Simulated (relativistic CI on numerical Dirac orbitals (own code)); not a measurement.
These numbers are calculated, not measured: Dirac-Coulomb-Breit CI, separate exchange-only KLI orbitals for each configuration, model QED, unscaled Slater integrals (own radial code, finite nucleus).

The strongest absorption lines from the ground level of an ion, among the configurations computed and to levels below about 369 eV (vacuum wavelength in nm, gf): 6.4552 (0.43), 6.5587 (0.63), 6.5640 (0.39), 6.7238 (1.5), 6.7527 (0.79), 6.7901 (0.22), 6.9037 (0.31), 8.4178 (0.26).

**Question.** Which ion is it?
A. Pd XXXI
B. Pd XXXIII
C. Pd XXIX
D. Te XXXVII

**Answer.** A. Pd XXXI has 16 electrons and the ground level 3s2.3p4 3P_2; the strongest line goes to 3s2.3p3.3d 3D°_3. The pattern of lines fixes the number of electrons, and along that sequence the line energies rise steadily with the charge (about as its square where n changes within one kind of shell, about linearly where n is kept but much faster in heavy ions where fine structure, which grows about as Z⁴, sets the gap, and irregularly where shells cross), which fixes Z. Configurations outside the model, such as inner-shell arrays, can give stronger lines. At this charge energies of transitions that change n are usually good to better than 1 %, and those within a shell (Δn = 0) to a few per cent.

LS names give the leading component of a level, which can be under half, so a name can repeat, a term be missing and a line seem to break the LS rules.
